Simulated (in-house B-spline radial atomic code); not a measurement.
A fraction x of an electron is removed from 5p in In, starting from [Kr] 4d10 5s2 5p1 and keeping the highest spin. All numbers are computed (scalar-relativistic (X2C) RPBE, spin-polarised, spherical fractional occupations; Fermi nucleus of rms radius 4.6156 fm) with a radial B-spline atomic code at the basis-set limit, not measured.

```csv
x,E(x) - E(0) (eV),5p up level (eV)
0,0.0000,-2.733
0.11,0.3314,-3.296
0.18,0.5749,-3.662
0.37,1.3672,-4.685
0.48,1.9160,-5.295
0.5,2.0230,-5.408
0.56,2.3577,-5.747
0.66,2.9610,-6.322
0.81,3.9750,-7.202
0.99,5.3683,-8.283
1,5.4514,-
```

The exact functional would give a straight line between the two integer points. Deviations E(x) - E(0) - x[E(1) - E(0)], in eV: -0.268 at x = 0.11, -0.406 at x = 0.18, -0.65 at x = 0.37, -0.701 at x = 0.48, -0.703 at x = 0.5, -0.695 at x = 0.56, -0.637 at x = 0.66, -0.441 at x = 0.81, -0.029 at x = 0.99.

The curve lies below the straight line by up to 0.703 eV (at x = 0.5): convex, the delocalisation error that favours fractional charges.

How well does Slater's transition state (minus the level at half occupation) give the ionisation energy?

It gives 5.408 eV against 5.451 eV from the two total energies; NIST lists 5.79 eV, ground level to ground level.
